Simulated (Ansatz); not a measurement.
calcium atom (Ca), singlet; REVPBE/STO-3G (Ansatz, a first-principles code).

Here is a job for Ansatz.
Ansatz 0.2 input:
```yaml
crystal:
  periodic: [false, false, false]
  atoms:
    - {symbol: Ca, position_ang: [0.00000000, 0.00000000, 0.00000000]}
basis:
  gaussian:
    orbitals: STO-3G
hamiltonian:
  xc: revpbe
accuracy: high
```

Output, abridged:

```
Functional definition: revPBE
78 factors; integrals over basis functions are off by at most 2.4e-9 eV
mean field evaluation 1: about -18248.2630 eV, gradient 2.8e-1 eV
mean field evaluation 2: about -18248.2630 eV, gradient 2.8e-1 eV
mean field evaluation 4: about -18248.2632 eV, gradient 9.8e-4 eV
mean field evaluation 8: about -18248.2632 eV, gradient 1.2e-6 eV
mean field -18248.26323988 eV, -670.6113049484 hartree, gradient 2.2e-12 eV, S^2 0.000000; 0 other end points of the search recorded, 0 dependent functions left out
reference -18248.26324182 eV, -670.6113050199 hartree; 10, 10 occupied and 3, 3 virtual orbitals, 78 factors
Total energy: -18248.26324182 eV, -670.6113050199 hartree
```
